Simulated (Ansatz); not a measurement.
Born–Oppenheimer molecular dynamics of CH6Ge (8 atoms, charge 0, multiplicity 1). It starts at the highest image of a converged band. Of that band: A structure lower than the last end lies on the path between it and the top, so the climb from that side starts below the end, which may itself be a saddle point or a shallow side well. Neighbouring images differ by up to 1.2 eV, so the band resolves the path poorly. A vibrational analysis at the climbing image gives one clearly imaginary mode, 1211i cm⁻¹: a first-order saddle point.

Level of theory: Ansatz, RKS PBE0-D4/def2-SVP.

```yaml
ensemble: NVE (velocity Verlet)
time_step: 0.5 fs
steps_asked: 200
starting_velocities_drawn_for: 100 K
seed: 3902
```

First frame:

```xyz
8
Properties=species:S:1:pos:R:3
Ge 0.284 0.024 -0.457
C 1.048 0.002 1.729
H 0.085 -0.158 2.227
H 1.733 -0.825 1.952
H 1.479 0.967 2.020
H 1.669 0.094 0.243
H -0.636 1.199 -0.060
H -0.451 -1.304 -0.172
```

Question: How far do the bonds stretch over the last three quarters of this one trajectory? (Pairs bonded in most of those frames.)

Answer: 
```tsv
bond	mean (Å)	spread (Å)	shortest	longest
Ge1–C2	2.113	0.223	1.75	2.42
Ge1–H6	1.591	0.088	1.42	1.74
Ge1–H7	1.571	0.034	1.49	1.64
Ge1–H8	1.569	0.021	1.53	1.61
C2–H3	1.104	0.018	1.07	1.13
C2–H4	1.101	0.015	1.07	1.13
C2–H5	1.102	0.017	1.07	1.13
```

Mean temperature of the second half: 1657 K. The conserved energy stayed within 0.27 meV per atom of its start (net change -0.0063 meV per atom), so the integration is sound. The kinetic energy rose, since the run started high on the potential surface and went downhill. A run of 0.1 ps of so small a system gives no equilibrium averages. The orbitals stay closed-shell, which can raise the energy where a bond breaks towards radicals; this wasn't checked here.

Time of the run: 8.3 min on 1 thread of Arm Neoverse V1 (shared host), peak memory 0.14 GiB.
